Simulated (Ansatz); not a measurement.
Job for Ansatz (a first-principles code): R-r2SCAN/def2-TZVPPD on H3N2P (a complex). Files ending in .json are basis or fitting sets from the Basis Set Exchange.

Ansatz 0.2 input:
```yaml
crystal:
  periodic: [false, false, false]
  atoms:
    - {symbol: N, position_ang: [0.64685212, -0.21103397, -0.51132429]}
    - {symbol: N, position_ang: [-0.33486306, 0.26386645, -0.48760990]}
    - {symbol: P, position_ang: [0.02480297, 0.10778945, 3.54633530]}
    - {symbol: H, position_ang: [1.11992599, 0.63261306, 2.81301834]}
    - {symbol: H, position_ang: [0.01641772, -1.11084571, 2.82014487]}
    - {symbol: H, position_ang: [-0.93879095, 0.71416480, 2.70011714]}
basis:
  gaussian:
    orbitals: def2-TZVPPD.json
hamiltonian:
  xc: {name: r2SCAN}
scf: {lower_state_search: off}
```

Program output:

```
WARN ansatz: RAYON_NUM_THREADS=2 ignored (pool sized by the plan → 2); use --threads N
Functional definition: r2SCAN
these checks for a lower state are left out or cut short: stability, starts, cluster_reference, orbital_swaps, neighbouring_geometries, increment
integrals: 0.07 GiB planned
851 factors; their error is unknown
mean field: 0.56 GiB planned
mean field evaluation 1: about -12314.7875 eV, gradient 3.1e1 eV
mean field evaluation 2: about -12315.6723 eV, gradient 2.4e1 eV
mean field evaluation 4: about -12316.8116 eV, gradient 4.4e-1 eV
mean field evaluation 8: about -12316.8170 eV, gradient 2.0e-2 eV
mean field evaluation 16: about -12316.7910 eV, gradient 3.7e-5 eV
mean field -12316.79098336 eV, -452.6337200178 hartree, gradient 7.2e-6 eV, S^2 0.000000; 0 other end points of the search recorded, 0 dependent functions left out
reference -12316.79099433 eV, -452.6337204207 hartree; 16, 16 occupied and 157, 157 virtual orbitals, 851 factors
Total energy: -12316.79099433 eV, -452.6337204207 hartree
Checks for a lower state left out: stability, starts, cluster_reference, orbital_swaps, neighbouring_geometries, increment
```

Self-consistency was reached.

Cost: about 1.8 core-seconds (a rough figure).
